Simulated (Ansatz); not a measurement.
Born–Oppenheimer molecular dynamics of F2H5NOSi2 (11 atoms, charge 0, multiplicity 1). It starts from a relaxed structure.

Level of theory: Ansatz 0.2.0, RKS PBE0-D4/6-31G*.

```
ensemble        : NVT, Langevin thermostat
time step       : 0.25 fs
steps asked     : 166
set temperature : 200 K
friction        : 0.001 /fs
seed            : 307234
```

Frames 1.25 fs apart, positions in Å, forces in eV/Å.

Velocities at 25 fs (Å/ps):

```
Si -0.63 -0.13 -0.26
N 2.02 1.61 -1.37
H 1.90 0.93 -0.71
H 2.27 -2.40 -8.45
F -2.71 -0.24 -4.13
O 0.84 -1.80 0.98
Si 2.00 -0.63 1.58
H 6.13 -3.38 3.51
H -11.04 -5.16 -18.11
H 6.74 -12.44 2.51
F -1.60 3.57 1.80
```

```xyz
11
Properties=species:S:1:pos:R:3:forces:R:3 time_fs=25 energy_less_start_eV=0.148 T=75
Si -0.079 0.015 0.163 0.45 1.95 0.12
N 0.285 0.069 1.811 0.84 -0.22 -1.01
H -0.482 0.245 2.417 -0.41 0.08 0.70
H 1.016 -0.517 2.175 -0.01 -0.07 0.41
F 1.215 0.242 -0.776 -0.57 -0.14 0.60
O -1.193 1.210 -0.027 0.56 -0.38 0.01
Si -2.460 1.365 -1.077 0.31 -0.21 -0.97
H -3.603 0.613 -0.524 -0.27 -0.08 -0.05
H -2.805 2.812 -1.203 0.04 -0.16 -0.03
H -2.032 0.771 -2.440 -0.43 0.44 0.75
F -0.703 -1.328 -0.345 -0.50 -1.21 -0.54
11
Properties=species:S:1:pos:R:3:forces:R:3 time_fs=26.25 energy_less_start_eV=0.150 T=74
Si -0.080 0.015 0.163 0.55 2.00 0.12
N 0.288 0.071 1.809 0.67 -0.20 -0.77
H -0.482 0.246 2.421 -0.18 0.02 0.51
H 1.019 -0.521 2.168 -0.05 -0.03 0.41
F 1.211 0.241 -0.781 -0.56 -0.14 0.61
O -1.191 1.207 -0.026 0.49 -0.24 0.02
Si -2.458 1.365 -1.075 0.24 -0.30 -1.01
H -3.598 0.609 -0.520 -0.27 -0.06 -0.05
H -2.819 2.805 -1.225 0.08 -0.15 0.01
H -2.027 0.759 -2.431 -0.42 0.44 0.72
F -0.705 -1.324 -0.344 -0.55 -1.34 -0.58
11
Properties=species:S:1:pos:R:3:forces:R:3 time_fs=27.5 energy_less_start_eV=0.136 T=87
Si -0.080 0.017 0.163 0.61 1.92 0.10
N 0.292 0.073 1.806 0.29 -0.17 -0.20
H -0.485 0.246 2.433 0.30 -0.08 0.06
H 1.020 -0.525 2.169 -0.11 0.03 0.34
F 1.207 0.241 -0.786 -0.54 -0.13 0.61
O -1.189 1.205 -0.025 0.39 -0.07 0.01
Si -2.455 1.364 -1.074 0.08 -0.37 -0.86
H -3.596 0.603 -0.517 -0.21 -0.01 -0.05
H -2.832 2.796 -1.248 0.11 -0.11 0.06
H -2.029 0.752 -2.411 -0.35 0.37 0.52
F -0.708 -1.321 -0.342 -0.56 -1.38 -0.59
11
Properties=species:S:1:pos:R:3:forces:R:3 time_fs=28.75 energy_less_start_eV=0.123 T=90
Si -0.080 0.019 0.163 0.63 1.71 0.06
N 0.297 0.075 1.803 0.01 -0.15 0.33
H -0.484 0.246 2.445 0.63 -0.13 -0.31
H 1.018 -0.529 2.174 -0.14 0.08 0.23
F 1.203 0.240 -0.790 -0.49 -0.12 0.59
O -1.187 1.202 -0.023 0.26 0.12 -0.01
Si -2.452 1.363 -1.073 -0.15 -0.43 -0.53
H -3.597 0.596 -0.515 -0.12 0.06 -0.07
H -2.843 2.784 -1.270 0.13 -0.02 0.10
H -2.038 0.751 -2.386 -0.22 0.22 0.17
F -0.711 -1.319 -0.341 -0.54 -1.34 -0.56
11
Properties=species:S:1:pos:R:3:forces:R:3 time_fs=30 energy_less_start_eV=0.117 T=99
Si -0.079 0.022 0.163 0.62 1.42 0.04
N 0.301 0.076 1.801 0.07 -0.23 0.58
H -0.473 0.245 2.452 0.60 -0.09 -0.40
H 1.016 -0.531 2.183 -0.16 0.13 0.11
F 1.198 0.239 -0.793 -0.41 -0.10 0.54
O -1.184 1.199 -0.022 0.10 0.32 -0.05
Si -2.449 1.361 -1.073 -0.40 -0.46 -0.09
H -3.600 0.590 -0.514 -0.02 0.14 -0.09
H -2.851 2.771 -1.291 0.14 0.10 0.14
H -2.048 0.751 -2.358 -0.06 0.01 -0.26
F -0.714 -1.319 -0.341 -0.48 -1.23 -0.51
11
Properties=species:S:1:pos:R:3:forces:R:3 time_fs=31.25 energy_less_start_eV=0.121 T=100
Si -0.078 0.026 0.163 0.57 1.03 0.04
N 0.306 0.078 1.799 0.44 -0.35 0.46
H -0.453 0.242 2.452 0.16 0.05 -0.15
H 1.013 -0.532 2.193 -0.09 0.12 -0.01
F 1.193 0.238 -0.796 -0.30 -0.07 0.47
O -1.181 1.197 -0.019 -0.07 0.51 -0.10
Si -2.446 1.360 -1.073 -0.62 -0.43 0.36
H -3.604 0.587 -0.515 0.07 0.20 -0.10
H -2.857 2.759 -1.310 0.14 0.20 0.17
H -2.059 0.752 -2.334 0.11 -0.21 -0.71
F -0.718 -1.318 -0.340 -0.40 -1.07 -0.44
11
Properties=species:S:1:pos:R:3:forces:R:3 time_fs=32.5 energy_less_start_eV=0.138 T=88
Si -0.077 0.031 0.163 0.51 0.59 0.07
N 0.312 0.079 1.797 0.83 -0.41 0.15
H -0.430 0.239 2.450 -0.40 0.23 0.22
H 1.008 -0.531 2.203 0.06 0.04 -0.08
F 1.188 0.237 -0.798 -0.17 -0.04 0.38
O -1.178 1.195 -0.018 -0.26 0.70 -0.15
Si -2.444 1.358 -1.073 -0.78 -0.42 0.66
H -3.609 0.586 -0.517 0.14 0.24 -0.09
H -2.860 2.749 -1.325 0.15 0.29 0.19
H -2.068 0.751 -2.320 0.23 -0.37 -1.00
F -0.722 -1.319 -0.340 -0.30 -0.85 -0.35
11
Properties=species:S:1:pos:R:3:forces:R:3 time_fs=33.75 energy_less_start_eV=0.145 T=86
Si -0.076 0.036 0.163 0.40 0.11 0.10
N 0.318 0.080 1.796 0.97 -0.40 -0.03
H -0.412 0.239 2.450 -0.73 0.34 0.42
H 1.005 -0.530 2.211 0.22 -0.06 -0.11
F 1.182 0.237 -0.800 -0.02 -0.01 0.28
O -1.175 1.193 -0.016 -0.44 0.88 -0.20
Si -2.442 1.356 -1.072 -0.82 -0.44 0.65
H -3.613 0.589 -0.519 0.18 0.25 -0.08
H -2.860 2.743 -1.338 0.16 0.31 0.21
H -2.074 0.746 -2.319 0.26 -0.38 -1.00
F -0.726 -1.321 -0.340 -0.18 -0.59 -0.24
11
Properties=species:S:1:pos:R:3:forces:R:3 time_fs=35 energy_less_start_eV=0.128 T=104
Si -0.074 0.041 0.163 0.25 -0.37 0.13
N 0.326 0.080 1.795 0.65 -0.28 0.21
H -0.404 0.245 2.458 -0.52 0.31 0.18
H 1.005 -0.530 2.216 0.32 -0.14 -0.13
F 1.176 0.236 -0.801 0.14 0.03 0.16
O -1.172 1.193 -0.015 -0.60 1.02 -0.24
Si -2.440 1.353 -1.071 -0.70 -0.50 0.28
H -3.614 0.597 -0.522 0.14 0.20 -0.03
H -2.858 2.741 -1.347 0.19 0.29 0.23
H -2.076 0.735 -2.334 0.18 -0.24 -0.66
F -0.731 -1.323 -0.340 -0.05 -0.32 -0.14
11
Properties=species:S:1:pos:R:3:forces:R:3 time_fs=36.25 energy_less_start_eV=0.112 T=114
Si -0.072 0.046 0.164 0.10 -0.81 0.18
N 0.335 0.080 1.795 0.15 -0.14 0.67
H -0.404 0.256 2.468 -0.01 0.18 -0.27
H 1.010 -0.533 2.220 0.28 -0.12 -0.16
F 1.170 0.235 -0.802 0.31 0.07 0.03
O -1.170 1.193 -0.014 -0.72 1.11 -0.26
Si -2.438 1.351 -1.070 -0.50 -0.56 -0.29
H -3.612 0.607 -0.526 0.05 0.11 0.04
H -2.854 2.742 -1.353 0.22 0.21 0.25
H -2.075 0.721 -2.360 0.06 -0.01 -0.15
F -0.736 -1.325 -0.340 0.07 -0.05 -0.03
11
Properties=species:S:1:pos:R:3:forces:R:3 time_fs=37.5 energy_less_start_eV=0.118 T=107
Si -0.071 0.050 0.165 -0.07 -1.18 0.23
N 0.343 0.080 1.795 -0.15 -0.09 0.99
H -0.404 0.269 2.473 0.40 0.05 -0.59
H 1.021 -0.537 2.221 0.13 -0.01 -0.21
F 1.165 0.234 -0.803 0.46 0.10 -0.09
O -1.168 1.194 -0.013 -0.78 1.15 -0.26
Si -2.438 1.348 -1.069 -0.29 -0.56 -0.85
H -3.611 0.618 -0.531 -0.06 0.02 0.11
H -2.845 2.747 -1.355 0.24 0.12 0.26
H -2.073 0.707 -2.389 -0.06 0.21 0.35
F -0.740 -1.328 -0.340 0.18 0.20 0.07
11
Properties=species:S:1:pos:R:3:forces:R:3 time_fs=38.75 energy_less_start_eV=0.132 T=99
Si -0.069 0.054 0.166 -0.24 -1.45 0.30
N 0.352 0.080 1.796 -0.18 -0.08 0.92
H -0.398 0.283 2.470 0.51 -0.02 -0.58
H 1.033 -0.540 2.218 0.00 0.07 -0.21
F 1.160 0.234 -0.804 0.59 0.12 -0.20
O -1.167 1.197 -0.012 -0.78 1.12 -0.24
Si -2.437 1.345 -1.069 -0.12 -0.48 -1.28
H -3.610 0.629 -0.534 -0.16 -0.07 0.16
H -2.832 2.753 -1.356 0.26 0.01 0.26
H -2.071 0.695 -2.413 -0.15 0.37 0.71
F -0.744 -1.330 -0.340 0.27 0.42 0.15
```

Of the whole run (42 fs, mean temperature of the second half 98 K): The mean temperature of the second half is 51 % below the set value. A run of 0.042 ps of so small a system gives no equilibrium averages.

Time of the run: 4.9 min on 4 threads of Arm Neoverse V1, with other jobs on the host, peak memory 0.26 GiB.
